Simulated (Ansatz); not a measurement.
Ansatz (a quantum-chemistry and plane-wave program) input:

Ansatz 0.2 input:
```yaml
crystal:
  periodic: [false, false, false]
  atoms:
    - {symbol: I, position_ang: [-0.00000000, -0.00000000, -0.03033808]}
    - {symbol: H, position_ang: [0.00000000, 0.00000000, 1.60791815]}
basis:
  gaussian:
    orbitals: def2-TZVP
hamiltonian:
  xc: b3lyp
  dispersion: d3bj
total_charge: 1
magnetization: {spin_polarized: true, initial_magnetization: 1}
phonons: {temperatures: {t_min: 298.15, t_max: 298.15, t_step: 100}}
```

Problem. What final total energy does it print?

Solution. -298.01620 Eh (B3LYP-D3(BJ)/def2-TZVP). The basis has 56 functions.
